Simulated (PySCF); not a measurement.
Cr (chromium, neutral): UHF calculation

Configuration: [Ar] 3d5 4p1, high-spin 7P determinant (an excited configuration). Computed with PySCF 2.14 in aug-cc-pVQZ-DK, with scalar relativity by spin-free X2C-1e.

```json
{"Total energy": "-1049.556668 hartree", "One-electron energy": "-1446.2354 hartree", "Hartree (Coulomb) energy": "444.8532 hartree", "Exchange energy": "-48.1745 hartree", "⟨S²⟩": "12.0001", "⟨L²⟩": "2.073", "Sum of ⟨r⟩": "21.93 bohr", "Sum of ⟨r²⟩": "53.78 bohr²", "Traceless quadrupole moment −½Σ⟨3z² − r²⟩ along its main axis": "-13.3 e·bohr²", "Langevin diamagnetic susceptibility": "-42.6 ×10⁻⁶ cm³/mol"}
```

```csv
shell,electrons,mean orbital energy (eV),spread (eV),"rms radius, mean of both spins (bohr)"
1s β,1,-6043.4,0,0.0734
1s α,1,-6043.4,0,0.0734
2s α,1,-725.67,0,0.316
2s β,1,-723.06,0,0.316
2p α,3,-607.06,0.056,0.287
2p β,3,-604.43,0.022,0.287
3s α,1,-97.304,0,0.973
3s β,1,-87.974,0,0.973
3p α,3,-63.716,0.115,1.06
3p β,3,-52.195,0.062,1.06
3d α,5,-11.856,0.320,1.56
4p α,1,-3.398,0,5.68
```

Densities and radii are taken from the X2C orbitals without a picture-change correction, which distorts them close to the nucleus.

Spin-orbit constants ζ (cm⁻¹) from the X2C one-electron operator on these orbitals: bare nucleus, nucleus screened by l(l+1)(2l+1)/3 electrons, and screened by the Breit-Pauli mean field of the electrons.

```json
{"shell": "2p", "bare": "49390", "screened nucleus": "45270", "mean field": "n/a"}
{"shell": "3p", "bare": "5579", "screened nucleus": "5114", "mean field": "n/a"}
{"shell": "3d", "bare": "410.9", "screened nucleus": "239.7", "mean field": "n/a"}
{"shell": "4p", "bare": "114.9", "screened nucleus": "105.3", "mean field": "n/a"}
```

To first order the Landé constant is A = 17.55 cm⁻¹, so the lowest level has J = 2 and lies 0.00870 eV below the centre of the term. This holds in LS coupling only.
